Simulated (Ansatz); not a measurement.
An input meant for SiPt₂ (charge 0, singlet; atoms displaced at random, 0.03 Å in each coordinate).

```yaml
crystal:
  periodic: [false, false, false]
  atoms:
    - {symbol: Pt, position_ang: [-0.002155, -2.046311, -0.340753]}
    - {symbol: Pt, position_ang: [-0.011447, 2.062786, 0.325616]}
    - {symbol: Si, position_ang: [-0.033676, -0.014959, -0.004302]}
basis:
  gaussian: {orbitals: def2-mTZVPP, fitting: {mean_field: cc-pVTZ-jkfit}}
hamiltonian: {xc: {name: PBE0}}
scf: {omitted_lower_state_checks: [starts]}
```

```sh
$ ansatz run in.yaml --threads 4 --pin off --events-out ev --progress --plain --max-ram 3916MiB
```

Output, abridged:

```
Functional definition: PBE0
Error: [file] the basis set cc-pVTZ-JKFIT has no functions for Pt
```

In the def2 sets Pt takes a core potential; there is no spin–orbit coupling.
